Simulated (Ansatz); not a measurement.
`[SiH3]C#[C][GeH3]` + `OC[TeH]` → `OC[Te][GeH3]` + `C#C[SiH3]`  (ligand exchange at a Ge–C bond)

Calculated with Ansatz (gas phase, PBE0-D4/def2-TZVP geometries, no zero-point term in ΔE). CBS: MP2 limit from def2 TZ/QZ plus the TZ coupled-cluster correction, frozen cores. DFT in def2-TZVPP. B3LYP here is the variant with VWN-RPA as its local correlation; programs differ in this. Elements past krypton have def2 core potentials. For Ge, Te outer-core shells are correlated without core-valence functions, which leaves a few kJ/mol of doubt a bond. Scalar relativity is left out up to krypton. One conformer a species, not always the lowest.

```json
{"level": "r2SCAN-D4", "ΔE (kJ/mol)": "-47.3", "difference from CCSD(T)/CBS": "-0.6"}
{"level": "PBE0-D4", "ΔE (kJ/mol)": "-49.8", "difference from CCSD(T)/CBS": "-3.1"}
{"level": "ωB97X-V", "ΔE (kJ/mol)": "-43.4", "difference from CCSD(T)/CBS": "3.3"}
{"level": "ωB97M-V", "ΔE (kJ/mol)": "-45.5", "difference from CCSD(T)/CBS": "1.2"}
{"level": "PBE", "ΔE (kJ/mol)": "-47.2", "difference from CCSD(T)/CBS": "-0.5"}
{"level": "r2SCAN", "ΔE (kJ/mol)": "-46.8", "difference from CCSD(T)/CBS": "-0.1"}
{"level": "B3LYP", "ΔE (kJ/mol)": "-43.8", "difference from CCSD(T)/CBS": "2.9"}
{"level": "MP2/def2-TZVPP", "ΔE (kJ/mol)": "-43.0", "difference from CCSD(T)/CBS": "3.7"}
{"level": "SCS-MP2/def2-TZVPP", "ΔE (kJ/mol)": "-38.7", "difference from CCSD(T)/CBS": "8.0"}
{"level": "CCSD/def2-TZVPP", "ΔE (kJ/mol)": "-37.7", "difference from CCSD(T)/CBS": "9.0"}
{"level": "HF/def2-QZVPP", "ΔE (kJ/mol)": "-39.7", "difference from CCSD(T)/CBS": "7.0"}
{"level": "MP2/def2-QZVPP", "ΔE (kJ/mol)": "-48.0", "difference from CCSD(T)/CBS": "-1.3"}
{"level": "SCS-MP2/def2-QZVPP", "ΔE (kJ/mol)": "-43.1", "difference from CCSD(T)/CBS": "3.6"}
{"level": "HF/CBS(def2)", "ΔE (kJ/mol)": "-39.7", "difference from CCSD(T)/CBS": "7.0"}
{"level": "MP2/CBS(def2)", "ΔE (kJ/mol)": "-51.5", "difference from CCSD(T)/CBS": "-4.8"}
{"level": "CCSD/CBS(def2)", "ΔE (kJ/mol)": "-46.2", "difference from CCSD(T)/CBS": "0.5"}
{"level": "CCSD(T)/CBS", "ΔE (kJ/mol)": "-46.7", "difference from CCSD(T)/CBS": "0"}
```

Largest T1 diagnostic among the species: 0.013.

The D4 term adds −4.1 kJ/mol with B3LYP and −2.3 kJ/mol with PBE0; it sums over pairs of atoms, weighted by their polarisabilities, and B3LYP, whose exchange is more repulsive, gets the larger term.
